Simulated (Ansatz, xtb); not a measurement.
# Relative energy of two isomers of C3H2F2N2

We compare I, `Fc1cnc(F)[nH]1`, a singlet, with II, `Fc1nc[nH]c1F`, a singlet. Both are isolated molecules in the gas phase, relaxed with PBE0-D3(BJ)/def2-SVP.

Energies in hartree; the thermal terms are from PBE0-D3(BJ)/def2-SVP harmonic frequencies (ideal gas, rigid rotor, one conformer each, 298.15 K, 1 atm) and include the zero-point energy:

```
                              I           II
E, CCSD(T)/def2-SVP  −423.303183  −423.296881
    E, MP2/def2-SVP  −423.246896  −423.240708
  E, MP2/def2-TZVPP  −424.034683  −424.029839
  zero-point energy     0.056466     0.056535
       H(298 K) − E     0.062553     0.062637
       G(298 K) − E     0.027418     0.027453
```

Q: Correct the CCSD(T) difference for the basis set by the MP2 change, then work out ΔE, ΔE₀, ΔH and ΔG for I → II in kcal/mol (1 Eh = 627.51 kcal/mol) and the equilibrium ratio [II]/[I].

A: 1. Differences II − I: CCSD(T) +0.006302, MP2 in the small set +0.006188, MP2 in the large set +0.004844 Eh.
2. ΔE = +0.006302 + (+0.004844 − (+0.006188)) = +0.004958 Eh = +3.11 kcal/mol.
3. ΔE₀ = ΔE + ΔZPE = +0.004958 + (+0.000069) Eh = +3.15 kcal/mol.
4. ΔH = ΔE + (+0.000084) Eh = +3.16 kcal/mol.
5. ΔG = ΔE + (+0.000035) Eh = +3.13 kcal/mol, so ΔS = (ΔH − ΔG)/T = +0.4 J/(mol K).
6. kT = 0.9442 mEh, so K = [II]/[I] = exp(−ΔG/kT) = exp(−5.29) ≈ 0.0051.

Structure I is favoured at this temperature. An error of 1 kcal/mol in ΔG would change K by a factor of 5.4. Mirror images and further conformers aren't counted.

As drawn, both hold the same kinds of bond in the same numbers.

Other levels gave ΔE = +4.1 (GFN2-xTB); +3.4 (HF/STO-3G, GFN2-xTB geometries); +3.5 (r2SCAN-D4/def2-SVP, GFN2-xTB geometries); +3.6 (PBE0-D3(BJ)/def2-SVP); +5.6 (HF/def2-SVP); +3.9 (MP2/def2-SVP); +4.0 (CCSD(T)/def2-SVP) kcal/mol. The correlated steps freeze 7 core orbitals. Programs: Ansatz 0.2.0, xtb 6.7.1.
